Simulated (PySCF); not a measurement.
# Atomic charges by several schemes

Species: C5H11NO2.
Geometry (GFN2-xTB, Å), atoms numbered from 1 in this order:
```xyz
19
C5H11NO2 angstrom
C      2.392   -0.763   -0.508
O      1.446   -1.245    0.418
C      0.941   -0.238    1.267
C      0.094    0.830    0.560
O      0.409    2.005    0.626
N     -0.993    0.407   -0.117
C     -1.857    1.385   -0.740
C     -1.464   -0.954   -0.182
H      1.956   -0.009   -1.171
H      2.714   -1.622   -1.093
H      3.254   -0.324    0.006
H      0.338   -0.747    2.024
H      1.764    0.294    1.765
H     -1.426    2.371   -0.580
H     -1.938    1.190   -1.811
H     -2.854    1.346   -0.295
H     -1.795   -1.165   -1.201
H     -2.315   -1.098    0.493
H     -0.674   -1.653    0.075
```

Density: PBE0/pcSseg-1 (PySCF); schemes: Mulliken, IAO, Hirshfeld and ESP-fitted. The structure is a single GFN2-xTB conformer in the gas phase; no vibrational or solvent corrections.

Task: Tabulate the Mulliken, IAO, Hirshfeld and ESP-fitted charges.

Result: In e:

```csv
atom,environment,Mulliken,IAO,Hirshfeld,ESP-fitted
C1,methoxy carbon,-0.030,-0.204,-0.040,-0.209
O2,ether oxygen,-0.520,-0.389,-0.132,-0.269
C3,sp3 carbon bound to oxygen,+0.047,-0.107,-0.004,-0.170
C4,amide carbonyl carbon,+0.412,+0.390,+0.159,+0.446
O5,amide oxygen,-0.447,-0.513,-0.294,-0.547
N6,amide nitrogen,-0.670,-0.169,-0.039,+0.058
C7,N-methyl carbon,-0.074,-0.317,-0.068,-0.394
C8,N-methyl carbon,-0.071,-0.317,-0.067,-0.279
H9,methyl hydrogen,+0.106,+0.129,+0.036,+0.111
H10,methyl hydrogen,+0.121,+0.158,+0.051,+0.128
H11,methyl hydrogen,+0.099,+0.129,+0.042,+0.123
H12,methylene hydrogen,+0.139,+0.158,+0.050,+0.124
H13,methylene hydrogen,+0.134,+0.145,+0.043,+0.131
H14,methyl hydrogen,+0.147,+0.181,+0.045,+0.168
H15,methyl hydrogen,+0.114,+0.139,+0.044,+0.129
H16,methyl hydrogen,+0.111,+0.138,+0.044,+0.128
H17,methyl hydrogen,+0.112,+0.145,+0.048,+0.117
H18,methyl hydrogen,+0.112,+0.134,+0.040,+0.097
H19,methyl hydrogen,+0.158,+0.171,+0.041,+0.110
```

Mean size of the charges over all atoms: IAO 0.212 e, ESP-fitted 0.197 e, Mulliken 0.191 e, Hirshfeld 0.068 e. Each set sums to the total charge, 0, to within 0.001 e. The ESP scheme fits charges at the nuclei, held to the total charge, to the electrostatic potential on points at 1.4 to 2.0 times the van der Waals radii.

Lowest charge. The schemes don't all agree: Mulliken N6 (-0.670); IAO O5 (-0.513); Hirshfeld O5 (-0.294); ESP-fitted O5 (-0.547).

Highest charge. All schemes agree: Mulliken C4 (+0.412); IAO C4 (+0.390); Hirshfeld C4 (+0.159); ESP-fitted C4 (+0.446).

Task: How many electrons does the Hirshfeld scheme count on C1?

Result: Z − q = 6 − (-0.040) = 6.040.

Task: How closely do the schemes follow one another over all atoms?

Result: Correlation coefficient and root-mean-square difference: IAO with ESP-fitted 0.96, 0.069 e; IAO with Hirshfeld 0.93, 0.157 e; Hirshfeld with ESP-fitted 0.92, 0.155 e; Mulliken with IAO 0.81, 0.155 e; Mulliken with Hirshfeld 0.80, 0.193 e; Mulliken with ESP-fitted 0.64, 0.209 e.

Task: Sum the charges by element, for elements with more than one atom.

Result: 
```tsv
element	atoms	Mulliken	IAO	Hirshfeld	ESP-fitted
C	5	+0.283	-0.556	-0.020	-0.607
O	2	-0.967	-0.902	-0.427	-0.816
H	11	+1.354	+1.628	+0.485	+1.365
```
